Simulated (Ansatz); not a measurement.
Compare A (`O[SiH2]OC[SiH3]`) with its isomer B (`C[SiH2][SiH](O)O`).

Gas-phase electronic energies from Ansatz, PBE0-D4/def2-TZVP geometries. CCSD(T)/CBS adds triple-zeta CCSD(T) − MP2 to the extrapolated MP2 energy (def2 sets, frozen cores). Functionals use def2-TZVPP. B3LYP here is the variant with VWN-RPA as its local correlation; programs differ in this. One conformer a species, not always the lowest.

A:

```xyz
13

O    -2.950   -1.061    0.426
Si   -1.729   -0.242   -0.288
O    -0.345   -0.475    0.561
C     0.715    0.460    0.684
Si    2.126    0.043   -0.507
H    -3.128   -0.882    1.351
H    -1.968    1.230   -0.325
H    -1.650   -0.803   -1.654
H     0.364    1.487    0.506
H     1.077    0.430    1.717
H     3.225    1.033   -0.337
H     2.641   -1.322   -0.230
H     1.622    0.102   -1.905
```

B:

Z-matrix (Å, degrees):
```
C
Si 1 1.877
H 1 1.092 2 110.9
H 1 1.092 2 110.2 3 119.6
H 1 1.092 2 111.0 3 -120.3
Si 2 2.337 1 111.1 3 -61.2
H 2 1.490 1 110.4 3 178.0
H 2 1.492 1 110.4 3 59.2
O 6 1.650 2 108.7 1 -170.5
O 6 1.649 2 105.1 1 -49.2
H 6 1.498 2 114.7 1 69.8
H 9 0.958 6 117.8 2 -147.4
H 10 0.958 6 118.6 2 170.9
```

(1) Which isomer does CCSD(T)/CBS put lower? Give the gap. (Best estimate.)

(2) Give E(B) − E(A) in kJ/mol with B3LYP-D4, MP2/def2-TZVPP, HF/def2-TZVPP, CCSD(T)/def2-TZVPP, B2PLYP, PBE-D4, ωB97M-V. (Best estimate.)

Largest T1 diagnostic: 0.012.

Results:

(1) Computed: B, by 106.4 kJ/mol.

(2) Computed: B3LYP-D4 -100.0, MP2/def2-TZVPP -105.1, HF/def2-TZVPP -85.6, CCSD(T)/def2-TZVPP -102.3, B2PLYP -100.5, PBE-D4 -114.3, ωB97M-V -100.3. None reverses the order clearly.

In def2-TZVPP, CCSD(T) changes the Hartree–Fock value by −16.8 kJ/mol (the triples alone add −1.4 kJ/mol) and MP2 by −19.5 kJ/mol.
